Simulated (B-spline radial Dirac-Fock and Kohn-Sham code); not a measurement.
V¹⁷⁺: eigenvalues, ΔSCF and the reference

System: V¹⁷⁺ in the configuration [He] 2s2 2p2.

The density-functional columns are spherical, spin-unpolarised Dirac-Kohn-Sham results without Breit or QED terms: −ε is minus the orbital energy of the initial state and ΔSCF the difference of two total energies. The reference in the last column comes from Dirac-Fock (average of configuration) total-energy differences with a finite nucleus, the Breit interaction including its frequency dependence, and self-energy and vacuum-polarisation corrections. All numbers are from a B-spline atomic structure program, in eV; a selection of levels is shown.

| level | LDA −ε | LDA ΔSCF | Dirac-Fock |
| --- | --- | --- | --- |
| 1s | 6196.1 | 6360.6 | 6347.1 |
| 2s | 1275.8 | 1315.4 | 1313.2 |
| 2p | 1206.3 | 1252.4 | 1253.6 |

Values without a named source are computed, but for edge energies of neutral atoms, which are taken from tables.
